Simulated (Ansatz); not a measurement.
One geometry of `F[SiH2][N]([SiH3])[GaH2]`, several functionals.

```yaml
crystal:
  periodic: [false, false, false]
  atoms:
    - {symbol: F, position_ang: [-0.263213, 1.967773, -1.778622]}
    - {symbol: Si, position_ang: [-0.680972, 1.496253, -0.305189]}
    - {symbol: N, position_ang: [-0.095787, -0.074459, 0.029540]}
    - {symbol: Si, position_ang: [1.553467, -0.346825, 0.512452]}
    - {symbol: Ga, position_ang: [-1.199848, -1.554963, -0.210378]}
    - {symbol: H, position_ang: [-2.161693, 1.493549, -0.266670]}
    - {symbol: H, position_ang: [-0.097536, 2.491096, 0.624421]}
    - {symbol: H, position_ang: [2.268634, -1.199830, -0.473598]}
    - {symbol: H, position_ang: [1.610977, -1.031449, 1.831849]}
    - {symbol: H, position_ang: [2.250675, 0.962567, 0.612215]}
    - {symbol: H, position_ang: [-0.530947, -2.926494, 0.115302]}
    - {symbol: H, position_ang: [-2.653748, -1.277207, -0.691320]}
basis:
  gaussian: {orbitals: def2-TZVPP}
hamiltonian: {xc: pbe0, dispersion: d4}
output: {orbitals: {seedname: orbitals}}
```

```sh
$ ansatz run in.yaml --threads 2 --pin off --events-out ev --progress --plain --max-ram 32768MiB --backend cuda --devices 0, --max-vram 18GiB
```

It prints (some lines left out):

```
Functional definition: PBE0
1719 factors; their error is unknown
mean field evaluation 1: about -72432.8889 eV, gradient 7.2e1 eV
mean field evaluation 2: about -72403.6331 eV, gradient 1.3e2 eV
mean field evaluation 4: about -72441.3360 eV, gradient 1.1e1 eV
mean field evaluation 8: about -72441.7350 eV, gradient 2.5e-1 eV
mean field evaluation 16: about -72441.7350 eV, gradient 3.4e-5 eV
mean field -72441.73502122 eV, -2662.1846592581 hartree, gradient 3.4e-5 eV, S^2 0.000000; 0 other end points of the search recorded, 0 dependent functions left out
reference -72441.73505960 eV, -2662.1846606688 hartree; 41, 41 occupied and 251, 251 virtual orbitals, 1719 factors
Total energy: -72442.02880687 eV, -2662.1954556817 hartree
```

Run time 13 s (2 threads of an AMD EPYC 7R13 on a shared host and a share of an NVIDIA H100 80 GB); peak host memory 0.84 GiB.

Changing it to `hamiltonian: {xc: {name: B2PLYP}}` (abridged; 7 s):

```
Functional definition: B2PLYP
mean field evaluation 16: about -72432.3705 eV, gradient 1.8e-4 eV
mean field -72432.37051662 eV, -2661.8405200617 hartree, gradient 7.6e-6 eV, S^2 0.000000
21 core orbitals not correlated: weight in the atoms' cores, before any rotation towards them, 1.000 or more for the frozen orbitals, at most 0.000 for the correlated occupied ones
second order -31.14980874 eV of doubles, -0.00000000 eV of singles
Total energy: -72440.78116296 eV, -2662.1496056136 hartree
```

The same input with `hamiltonian: {xc: r2scan, dispersion: d4}` and forces (abridged; 13 s):

```
Functional definition: r2SCAN
mean field evaluation 16: about -72456.1732 eV, gradient 1.5e-4 eV
mean field -72456.17322471 eV, -2662.7152534501 hartree, gradient 2.6e-5 eV, S^2 0.000000
Total energy: -72456.25534389 eV, -2662.7182712740 hartree
Atom 0 force     0.020486     0.003498    -0.030622 eV/Å
Atom 1 force    -0.078169     0.087262     0.022528 eV/Å
Atom 2 force    -0.034826    -0.051038    -0.004044 eV/Å
Atom 3 force     0.085347    -0.034610     0.024245 eV/Å
Atom 4 force    -0.071615    -0.096518    -0.013868 eV/Å
Atom 5 force     0.031372     0.004776     0.006202 eV/Å
Atom 6 force    -0.017143    -0.020856    -0.011196 eV/Å
Atom 7 force    -0.011324     0.020255     0.024438 eV/Å
Atom 8 force     0.006090     0.018482    -0.029243 eV/Å
Atom 9 force    -0.010707    -0.031915    -0.004204 eV/Å
Atom 10 force    -0.044334     0.114996    -0.022352 eV/Å
Atom 11 force     0.124823    -0.014333     0.038116 eV/Å
Dipole moment:    -0.143784    -0.272769     0.203707 e Å
```
